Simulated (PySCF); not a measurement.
# Structure revision by computed shifts

A compound C₉H₁₀Si gives the data below (simulated from a calculation) and was assigned the structure `C=C1[SiH2][C@H]1c1ccccc1`.

13C{1H} NMR (computed): δ 147.2 (C), 140.1 (CH, 2C), 132.8 (CH, 2C), 122.9 (C), 89.3 (C), 86.3 (CH), 22.1 (CH2).

1H NMR (600 MHz, computed): δ 7.79 (d, 2H), 7.38 (d, 2H), 3.91 (t, 3H), 2.73 (s, 1H), 2.36 (q, 2H).

PySCF 2.14 calculation with geometry from GFN2-xTB and σ from GIAO-PBE0/pcSseg-1; rapidly exchanging positions averaged, in vacuum, non-relativistic, a single conformation.

Referencing at the same level of theory: TMS for 1H and 13C.

Q: Compare with the shifts computed for the proposed structure, pairing carbons in order of shift.

A: Numbering as in the mapped SMILES `[CH2:1]=[C:2]1[SiH2:3][C@H:4]1[c:5]1[cH:6][cH:7][cH:8][cH:9][cH:10]1` (H(Xn): hydrogen on atom n).

| atom | computed for proposal | given list | difference |
| --- | --- | --- | --- |
| C2 | 152.1 | 147.2 | +4.9 |
| C5 | 150.6 | 140.1 | +10.5 |
| C1 | 138.0 | 140.1 | -2.1 |
| C7 | 134.0 | 132.8 | +1.2 |
| C9 | 134.0 | 132.8 | +1.2 |
| C6 | 130.7 | 122.9 | +7.8 |
| C10 | 130.7 | 89.3 | +41.4 |
| C8 | 129.2 | 86.3 | +42.9 |
| C4 | 25.9 | 22.1 | +3.8 |

The rms difference is 20.5 ppm and the largest +42.9 ppm at C8 (aromatic CH). The carbon types in order of shift don't match either: C, C, CH2, CH, CH, CH, CH, CH, CH for the proposal against C, CH, CH, CH, CH, C, C, CH, CH2 in the data. The proposal doesn't fit.

Q: Which isomer fits?

A: SMILES C#Cc1ccc(C[SiH3])cc1.

Carbon types of the structure: 3 × C, 5 × CH, 1 × CH2, leaving 3 H on heteroatoms. δC 147.2, 122.9: substituted aromatic carbon. δC 140.1, 132.8: aromatic CH. δC 89.3: alkyne carbon; sp carbons lie upfield of alkene carbons because the cylindrical π system leaves one tensor component strongly shielded. δC 86.3: terminal alkyne carbon; the triple bond shields along its axis, which puts it between sp3 and sp2 carbons.

Other isomers checked: CC1=C[SiH2]c2ccccc21 (rms 21.0 ppm).

The data come from this structure; uniqueness wasn't tested.

Shifts are as computed. Against solution values, carbons near 30 ppm lie about +3 ppm off and those near 130 ppm about +5 ppm. Of 1211 compounds with measured shifts, 218 miss one by over three times the rms of a fit or turn the order of signals round; such compounds aren't used in these exercises. Multiplicities follow the n + 1 count of equivalent neighbours, as no J values were calculated; m marks all less simple cases, F and P coupling included.
